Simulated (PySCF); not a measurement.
(3S)-1,3-dimethylcyclobutene (C6H10), SMILES CC1=C[C@@H](C)C1.

Geometry: PBE0-D3(BJ)/def2-SVP.

Level of theory: PBE/def2-TZVP in PySCF.

The molecule is in vacuum.

**Question.** Estimate the frontier levels, gap, dipole moment and polarisability. (Estimate from the structure and the level; the computed values follow.)

**Answer.** 
```
Property                                                                                                       Result
---------------------------------------------------------------------------------------------  ----------------------
highest occupied level                                                                                       -5.66 eV
lowest empty level                                                                                           -0.42 eV
orbital gap                                                                                                   5.24 eV
dipole moment                                                                                               0.077 e·Å
quadrupole, principal values (traceless, Buckingham form, about the centre of nuclear charge)   -1.71, 0.32, 1.40 D·Å
mean static polarisability                                                                      73.5 bohr³ (10.89 Å³)
polarisability, principal values                                                               58.6, 71.6, 90.2 bohr³
```
